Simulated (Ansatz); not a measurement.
`CO[CH2][AlH][CH3]` + `[NH2][AlH2]` → `[CH3][AlH][NH][AlH2]` + dimethyl ether at 500 K and 1 bar (ligand exchange at the Al–C bond).

Calculated with Ansatz (gas phase, PBE0-D4/def2-TZVP geometries, no zero-point term in ΔE). CCSD(T)/CBS adds triple-zeta CCSD(T) − MP2 to the extrapolated MP2 energy (def2 sets, frozen cores). This one scheme is used for every species. Each species was taken in one conformer, which may not be the lowest.

```json
{"species": "`CO[CH2][AlH][CH3]`", "CCSD(T)/CBS energy (Eh)": "-436.73030", "H − E (kJ/mol)": "346.9", "S (J/(mol·K))": "450.8"}
{"species": "`[NH2][AlH2]`", "CCSD(T)/CBS energy (Eh)": "-299.14566", "H − E (kJ/mol)": "129.9", "S (J/(mol·K))": "289.4"}
{"species": "`[CH3][AlH][NH][AlH2]`", "CCSD(T)/CBS energy (Eh)": "-581.06085", "H − E (kJ/mol)": "240.5", "S (J/(mol·K))": "432.1"}
{"species": "`COC`", "CCSD(T)/CBS energy (Eh)": "-154.86276", "H − E (kJ/mol)": "238.9", "S (J/(mol·K))": "303.2"}
```

H − E and S are ideal-gas, rigid-rotor, harmonic terms from PBE0-D4/def2-TZVP, for one conformer and one mirror image of each species. 1 Eh = 2625.50 kJ/mol, R = 8.31446 J/(mol·K).

Q: By hand: ΔE, ΔH, ΔS and ΔG.

A: ΔE = (-581.06085) + (-154.86276) − (-436.73030) − (-299.14566) = -0.04765 Eh = -125.1 kJ/mol. Δ(H − E) = 240.5 + 238.9 − 346.9 − 129.9 = 2.6, so ΔH = -122.5 kJ/mol. ΔS = 432.1 + 303.2 − 450.8 − 289.4 = -4.9 J/(mol·K). ΔG = -122.5 − 500 × (-4.9)/1000 = -120.0 kJ/mol.

Q: By hand: the equilibrium constant, and the temperature at which ΔG would vanish if ΔH and ΔS stayed fixed.

A: log₁₀ K = −ΔG/(RT ln 10) = 12.5. ΔG = 0 at ΔH/ΔS = 25000 K, far beyond where these terms or the molecules hold.

The number of gas molecules stays the same, so ΔS is small and ΔH decides. A doubt of 5 kJ/mol in ΔE shifts log₁₀ K by 0.5 here. Other conformers and mirror images would add mixing entropy, several J/(mol·K) or more a flexible species. These are equilibria of isolated gas molecules and say nothing of rates. Largest T1 diagnostic: 0.011 (customary marks: 0.02 for closed shells, 0.045 for open ones).
